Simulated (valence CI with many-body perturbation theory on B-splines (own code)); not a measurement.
# Pt38+: what each term of the Hamiltonian does

Calculated by relativistic CI+MBPT: four valence electrons over a frozen Dirac-Fock core [Kr], radial functions for each j: 9 s, 9 p, 10 d, 8 f, 5 g, 3 h, 1 i, with the one-electron correlation potential Σ1, the two-electron term Σ2, the three-electron term Σ3, Breit, model QED; selected CI, second order for the rest (own B-spline code, finite nucleus).

The last digits are not significant, and no measured levels were compared; by estimate large intervals hold to a few tenths of a per cent, small ones and those within an open d or f shell to about a per cent. Only levels of the ground parity were solved; by the run's estimate the other parity begins above the list, which can be wrong where configurations are misplaced.

Each rung adds one term. CI alone is the Dirac-Coulomb CI over the frozen core; QED comes last and gives the full result, which names the levels. Energies are above (4d3/2^4) J=0 on the same rung, in eV.

Levels are named by their leading jj configuration (3d3/2^4 stands for four electrons in 3d with j = 3/2), which in mixed levels can hold well under half, so a name can repeat and another be missing. Letters in brackets count levels of one name in rising energy.

| Level | CI alone |
| --- | --- |
| (4d3/2^3 4d5/2) J=1 | 20.398 |
| (4d3/2^3 4d5/2) J=4 | 26.374 |
| (4d3/2^3 4d5/2) J=2 | 26.707 |
| (4d3/2^3 4d5/2) J=3 | 28.359 |
| (4d3/2^2 4d5/2^2) J=0 [a] | 44.653 |
| (4d3/2^2 4d5/2^2) J=2 [a] | 45.249 |
| (4d3/2^2 4d5/2^2) J=4 [a] | 46.486 |
| (4d3/2^2 4d5/2^2) J=3 [a] | 47.016 |
| (4d3/2^2 4d5/2^2) J=5 | 49.435 |
| (4d3/2^2 4d5/2^2) J=1 | 50.483 |
| (4d3/2^2 4d5/2^2) J=6 | 51.187 |
| (4d3/2^2 4d5/2^2) J=3 [b] | 52.495 |
| (4d3/2^2 4d5/2^2) J=4 [b] | 52.969 |
| (4d3/2^2 4d5/2^2) J=2 [b] | 53.202 |
| (4d3/2^2 4d5/2^2) J=2 [c] | 58.044 |
| (4d3/2^2 4d5/2^2) J=4 [c] | 60.465 |

**Question.** What do these energies become with core correlation, Breit and QED?

**Answer.** (4d3/2^3 4d5/2) J=1 20.224 (-0.1738); (4d3/2^3 4d5/2) J=4 25.560 (-0.8138); (4d3/2^3 4d5/2) J=2 26.155 (-0.5517); (4d3/2^3 4d5/2) J=3 27.602 (-0.7571); (4d3/2^2 4d5/2^2) J=0 [a] 44.229 (-0.4237); (4d3/2^2 4d5/2^2) J=2 [a] 44.658 (-0.5916); (4d3/2^2 4d5/2^2) J=4 [a] 45.634 (-0.8518); (4d3/2^2 4d5/2^2) J=3 [a] 46.156 (-0.8599); (4d3/2^2 4d5/2^2) J=5 48.168 (-1.2676); (4d3/2^2 4d5/2^2) J=1 49.665 (-0.8178); (4d3/2^2 4d5/2^2) J=6 49.675 (-1.5120); (4d3/2^2 4d5/2^2) J=3 [b] 51.288 (-1.2066); (4d3/2^2 4d5/2^2) J=4 [b] 51.599 (-1.3700); (4d3/2^2 4d5/2^2) J=2 [b] 52.100 (-1.1022); (4d3/2^2 4d5/2^2) J=2 [c] 57.255 (-0.7895); (4d3/2^2 4d5/2^2) J=4 [c] 59.076 (-1.3891).

**Question.** How does the ionisation energy move along the ladder, and which term matters most?

**Answer.** CI alone 1760.7, + Σ1 1763.5, + Σ2 1766.0, + Σ3 1766.0, + Breit 1764.8, + QED 1764.9 eV. The largest step is Σ1, 2.8 eV. NIST lists 1763 ± 4 eV (theoretical).
